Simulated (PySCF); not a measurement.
Simulated C 1s region for `[GaH2][N]1CCCC1`, binding energy against the vacuum level.

Every computed line was given a Gaussian of 0.7 eV full width at half maximum and an area set by the number of equivalent atoms; the highest printed point is 100. Computed with delta-SCF UKS SCAN, pcX-2 on the ionised atom, pcseg-1 elsewhere, spin-free X2C (PySCF 2.14.0).

```
binding energy (eV)  intensity
              289.4          1
              289.5          1
              289.6          4
              289.7          8
              289.8         16
              289.9         29
              290.0         46
              290.1         65
              290.2         83
              290.3         96
              290.4        100
              290.5         97
              290.6         92
              290.7         88
              290.8         89
              290.9         94
              291.0         99
              291.1         99
              291.2         91
              291.3         76
              291.4         57
              291.5         38
              291.6         23
              291.7         12
              291.8          6
              291.9          3
              292.0          1
              292.1          0
```

Question: Count the maxima, the lines and the sites behind this envelope.

Answer: The curve has 2 maxima (at 290.4 and 291.1 eV). Under it lie 2 lines from 2 inequivalent carbon sites.

Question: Decompose the envelope and assign each component. Numbering: `[GaH2:1][N:2]1[CH2:3][CH2:4][CH2:5][CH2:6]1`.

Answer: 
```
position (eV)  relative area  line  atoms                   environment
       290.36              2  C 1s  C4/C5               ring CH2 carbon
       291.10              2  C 1s  C3/C6  sp3 carbon bound to nitrogen
```

Question: Above which line width would these two lines show one maximum?

Answer: Two equal Gaussians merge once their distance is under 2σ = FWHM/1.177. With 0.74 eV between them that is a full width over 0.87 eV.

Lowest listed C 1s: C4/C5, bonded to 2 C and 2 H. Highest, 0.74 eV above it: C3/C6, bonded to N, C and 2 H. Summing the Pauling electronegativity differences to the bonded atoms, each weighted by its formal bond order, gives -0.70 for the lowest site and -0.21 for the highest.

No satellites, vibrations or lifetime broadening are included. Topologically equivalent atoms share the value of their first member; where this conformer doesn't relate them by symmetry, their own values could differ. One conformer (not necessarily the lowest) at the PBE0-D3(BJ)/def2-SVP geometry, without solvent, vibrations or thermal averaging.
